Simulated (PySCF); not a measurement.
Working out the excitation energy of Sc⁺

Sc⁺ [Ar] 3d1 4s1 (3D) → Sc⁺ [Ar] 4s2 (1S). Calculation: PySCF 2.14, in aug-cc-pVDZ-DK (7s6p4d2f, 59 functions); scalar relativity by spin-free X2C-1e. Frozen: [Ar]. Energies in hartree (1 hartree = 27.21139 eV):

| part | Sc⁺ (lower) | Sc⁺ (upper) |
| --- | --- | --- |
| UHF | -763.085149 | -763.005100 |
| CCSD correlation | -0.003840 | -0.033465 |
| (T) | 0.000000 | 0.000000 |

Q: What does Hartree-Fock give?

A: (-763.005100) − (-763.085149) = 0.080049 hartree = 2.178 eV.

Q: What do CCSD and CCSD(T) give?

A: The CCSD correlation energies differ by -0.029625 hartree = -0.806 eV and the triples by 0.000000 hartree = 0.000 eV, so CCSD gives 1.372 eV and CCSD(T) 1.372 eV.

Measured between the centres of the two terms (NIST): 1.442 eV, so CCSD(T) (valence) is off by -0.070 eV.

A double-zeta basis recovers only part of the correlation energy.

What remains against the reference includes basis incompleteness, the frozen core and higher excitations.
